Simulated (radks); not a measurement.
Q: The mean radii <r> (bohr) of the occupied orbitals of an atom or ion are listed with their occupations. All-electron calculation, Dirac Kohn-Sham, PBE, spin-unpolarised, spherical densities, finite nucleus; Fermi nuclear charge, rms radius of each element as measured or else 0.836 A^(1/3) + 0.57 fm. Program: a radial shooting solver on a logarithmic mesh with Libxc functionals.

| orbital | occ. | <r> |
|---|---|---|
| 1s1/2 | 2 | 0.01744 |
| 2s1/2 | 2 | 0.07297 |
| 2p1/2 | 2 | 0.06017 |
| 2p3/2 | 4 | 0.06848 |
| 3s1/2 | 2 | 0.1899 |
| 3p1/2 | 2 | 0.1801 |
| 3p3/2 | 4 | 0.1954 |
| 3d3/2 | 4 | 0.1705 |
| 3d5/2 | 6 | 0.1752 |
| 4s1/2 | 2 | 0.4232 |
| 4p1/2 | 2 | 0.4266 |
| 4p3/2 | 4 | 0.4603 |
| 4d3/2 | 4 | 0.4718 |
| 4d5/2 | 6 | 0.4831 |
| 5s1/2 | 2 | 0.9736 |
| 5p1/2 | 2 | 1.053 |
| 4f5/2 | 6 | 0.5304 |
| 4f7/2 | 8 | 0.5380 |
| 5p3/2 | 4 | 1.144 |
| 5d3/2 | 4 | 1.464 |
| 5d5/2 | 1 | 1.502 |

Name the element and its charge. Open shells, if any, fill j = l - 1/2 first.

A: Z = 77, iridium, charge +4: Ir4+ in [Xe] 4f14 5d5. The 1s radius gives Z: for a bare nucleus <r> = (2 gamma + 1)/(2Z) with gamma = sqrt(1 - (Z/c)^2), 0.01724 bohr for Z = 77, and screening makes it slightly larger (0.01744 here). The occupations add up to 73, and the charge is Z minus that.
